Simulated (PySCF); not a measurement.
CH5GaSe2, SMILES [Ga]([SeH])([SeH])[CH3]. Atoms are numbered in the order given.

```xyz
9

Ga     0.6226     0.0002     0.0000
C      2.5774    -0.0112     0.0000
H      2.9514    -0.5417     0.8899
H      2.9514    -0.5417    -0.8899
H      2.9867     1.0097     0.0000
Se    -0.6613    -1.9235     0.0000
H      0.5085    -2.8086     0.0000
Se    -0.5823     1.9721     0.0000
H     -1.8800     1.2902     0.0000
```

Coordinates come from a ωB97X-D3(BJ)/def2-SVP optimisation. Other conformers were not sampled.

Method: TDA-ωB97X/def2-SVPD (PySCF).

Vertical excitations. The molecule is in vacuum. State labels are in the subgroup Cs.

Computed lowest excited states:
```json
[
 {"state": "S1", "symmetry": "A\"", "energy (eV)": "5.47", "λ (nm)": "227", "f": "0.001", "main pairs": "HOMO→LUMO+2 79 %"},
 {"state": "S2", "symmetry": "A'", "energy (eV)": "5.61", "λ (nm)": "221", "f": "0.089", "main pairs": "HOMO→LUMO+1 88 %"},
 {"state": "S3", "symmetry": "A\"", "energy (eV)": "5.66", "λ (nm)": "219", "f": "0.000", "main pairs": "HOMO→LUMO 66 %"},
 {"state": "S4", "symmetry": "A\"", "energy (eV)": "5.86", "λ (nm)": "212", "f": "0.004", "main pairs": "HOMO−1→LUMO+2 48 %, HOMO→LUMO+3 13 %, HOMO→LUMO+5 8 %"},
 {"state": "S5", "symmetry": "A\"", "energy (eV)": "6.25", "λ (nm)": "198", "f": "0.110", "main pairs": "HOMO−1→LUMO 44 %, HOMO−2→LUMO+1 17 %, HOMO−1→LUMO+2 11 %, HOMO→LUMO+3 10 %"},
 {"state": "S6", "symmetry": "A\"", "energy (eV)": "6.31", "λ (nm)": "197", "f": "0.033", "main pairs": "HOMO−2→LUMO+1 76 %, HOMO−1→LUMO 12 %"},
 {"state": "S7", "symmetry": "A'", "energy (eV)": "6.31", "λ (nm)": "197", "f": "0.021", "main pairs": "HOMO−1→LUMO+1 84 %"},
 {"state": "S8", "symmetry": "A\"", "energy (eV)": "6.40", "λ (nm)": "194", "f": "0.005", "main pairs": "HOMO−3→LUMO+1 92 %"},
 {"state": "S9", "symmetry": "A'", "energy (eV)": "7.01", "λ (nm)": "177", "f": "0.114", "main pairs": "HOMO−2→LUMO 53 %, HOMO−2→LUMO+2 18 %"},
 {"state": "S10", "symmetry": "A'", "energy (eV)": "7.24", "λ (nm)": "171", "f": "0.127", "main pairs": "HOMO−3→LUMO 29 %, HOMO−3→LUMO+2 18 %, HOMO−2→LUMO+2 17 %, HOMO−2→LUMO+3 8 %"},
 {"state": "T1", "symmetry": "A'", "energy (eV)": "4.99", "λ (nm)": "248", "f": "0", "main pairs": "HOMO→LUMO+1 96 %"},
 {"state": "T2", "symmetry": "A\"", "energy (eV)": "5.13", "λ (nm)": "242", "f": "0", "main pairs": "HOMO→LUMO+2 74 %"},
 {"state": "T3", "symmetry": "A\"", "energy (eV)": "5.34", "λ (nm)": "232", "f": "0", "main pairs": "HOMO→LUMO 43 %, HOMO−1→LUMO+3 9 %, HOMO→LUMO+5 9 %, HOMO→LUMO+4 8 %"},
 {"state": "T4", "symmetry": "A\"", "energy (eV)": "5.47", "λ (nm)": "226", "f": "0", "main pairs": "HOMO−1→LUMO+2 35 %, HOMO→LUMO 24 %, HOMO→LUMO+3 11 %"}
]
```
Triplets are in the Tamm–Dancoff approximation.
